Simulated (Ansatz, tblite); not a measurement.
Spin states of Ag₂F⁺ (the lowest singlet isomer of a short search), each relaxed with r2SCAN-D4/def2-TZVP in Ansatz. Electronic energies in the gas phase.

In the def2 sets Ag takes a core potential; there is no spin–orbit coupling. The xTB rows come from tblite. Correlated methods freeze 1 core orbital; core or outer-core shells of Ag are correlated, in sets that lack core-valence functions. The structure comes from a short search, and lower isomers may exist.

Singlet geometry (D∞h within 0.1 Å):

```xyz
3

Ag   -1.855    0.692    0.672
Ag    1.854   -0.696   -0.670
F     0.001    0.004   -0.001
```

Triplet geometry (D∞h within 0.1 Å):

```xyz
3

Ag   -0.467    1.041    1.710
Ag    0.468   -1.043   -1.709
F    -0.001    0.002   -0.001
```

Quintet geometry (C2v within 0.1 Å):

```xyz
3

Ag   -1.8309    0.5070    0.1320
Ag    1.6462   -0.6416   -0.7105
F     0.1846    0.1346    0.5785
```

⟨S²⟩: triplet 2.00 at PBE0-D4/def2-TZVP (pure 2.00), quintet 6.00 at PBE0-D4/def2-TZVP (pure 6.00).

Only these spin states were relaxed.

Task: Estimate which spin state lies lowest at each of these levels, and by how much: GFN1-xTB; GFN2-xTB; LDA (SPW92)/def2-TZVP; PBE-D4/def2-TZVP; revPBE-D4/def2-TZVP; r2SCAN-D4/def2-TZVP; PBE0-D4/def2-TZVP; r2SCAN0-D4/def2-TZVP; CAM-B3LYP-D4/def2-TZVP; ωB97X-V/def2-TZVP; RPA@PBE/def2-TZVP.

Result: 
```tsv
level	triplet − singlet (kJ/mol)	quintet − singlet (kJ/mol)	lowest of these
GFN1-xTB	235.7	575.6	singlet
GFN2-xTB	385.1	772.2	singlet
LDA (SPW92)/def2-TZVP	275.2	701.8	singlet
PBE-D4/def2-TZVP	279.7	701.0	singlet
revPBE-D4/def2-TZVP	283.8	704.6	singlet
r2SCAN-D4/def2-TZVP	302.2	710.7	singlet
PBE0-D4/def2-TZVP	358.5	776.6	singlet
r2SCAN0-D4/def2-TZVP	357.0	768.5	singlet
CAM-B3LYP-D4/def2-TZVP	370.4	784.2	singlet
ωB97X-V/def2-TZVP	399.1	837.6	singlet
RPA@PBE/def2-TZVP	325.7	719.6	singlet
```

Change of the quintet − singlet gap on mixing in exact exchange, in kJ/mol: PBE to PBE0 (25 % exact exchange) 75.5; r2SCAN to r2SCAN0 (25 % exact exchange) 57.7. The xTB methods have no spin-polarisation term.
